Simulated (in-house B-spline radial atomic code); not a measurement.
RPA and G0W0 on PBE0: P4+

Configuration [Ne] 3s1, highest spin, mean-field start PBE0. Computed with an all-electron radial atomic-structure program (B-spline basis): all electrons, scalar-relativistic (spin-free one-electron X2C), finite nucleus, each spin shell either full or empty, empty states to l = 9 with an (l + 1/2)⁻⁴ tail; G0W0 by contour deformation at full frequency.

RPA overbinds a lone outer s electron by self-correlation, and G0W0 tends to as well.

Command:
```bash
python run_gw.py task.json out
```
Settings (radii: box in bohr, nucleus in fm):
```
Z                        15
electrons                11
configuration            [Ne] 3s1
hamiltonian              x2c
method                   pbe0
lmax                     9
rms_radius               3.1889
spin_polarised           True
box_radius               11.96
intervals                69
ion_configuration        [He] 2s2 2p6
```

Cost of the run: 2.3 s on 1 thread of Arm Neoverse V2, with other jobs on the host.

Energies (hartree):

| term | value |
| --- | --- |
| mean-field total | -337.86174 |
| Hartree-Fock functional on these orbitals | -337.54851 |
| direct second order | -0.71142 |
| second-order exchange | 0.26651 |
| SOSEX correction | 0.2468 |

**Question.** What is the RPA correlation energy, and what remains with SOSEX?

**Answer.** RPA gives -0.64551 hartree (-1.6 eV per electron); RPA + SOSEX gives -0.39871, and the second-order doubles -0.44491 hartree (no singles). RPA lacks exchange-type terms and so overcorrelates at short range.

Quasi-particle levels (eV):

| level | occupied | mean field | Σx - vxc | Σc | QP weight | G0W0 |
| --- | --- | --- | --- | --- | --- | --- |
| 3s up | yes | -60.94 | -3.72 | ? | ? | ? |
| 2p down | yes | -186.45 | -16.62 | 3.10 | 0.940 | -199.98 |
| 2p up | yes | -186.87 | -16.71 | 3.15 | 0.935 | -200.44 |
| 2s down | yes | -237.89 | -22.92 | 5.70 | 0.872 | -255.10 |
| 3s down | no | -54.79 | 5.46 | -2.13 | 0.950 | -51.45 |

G0W0 = mean field + (Σx - vxc) + Σc, with Σc (partial-wave tail included) taken at the quasi-particle energy. Only the outer levels were computed.

**Question.** Where does G0W0 put 3s up?

**Answer.** At -66.00 eV, with Σc = -1.34 eV and a quasi-particle weight of 0.971. The tabulated removal energy is 65.025 eV (NIST, measured); the calculation leaves out spin-orbit coupling, Breit and QED terms, and what these don't explain is the method's own error.

**Question.** What does it cost to remove one electron (to [He] 2s2 2p6) by differences of total energies, each species on its own start (correlation terms add to the Hartree-Fock functional)?

**Answer.** PBE0 65.46 eV, Hartree-Fock functional 64.56 eV, + RPA 65.71 eV, + RPA + SOSEX 64.97 eV, + second order 65.08 eV. Tabulated: 65.025 eV (NIST, measured); the calculation leaves out spin-orbit coupling, Breit and QED terms, and what these don't explain is the method's own error.
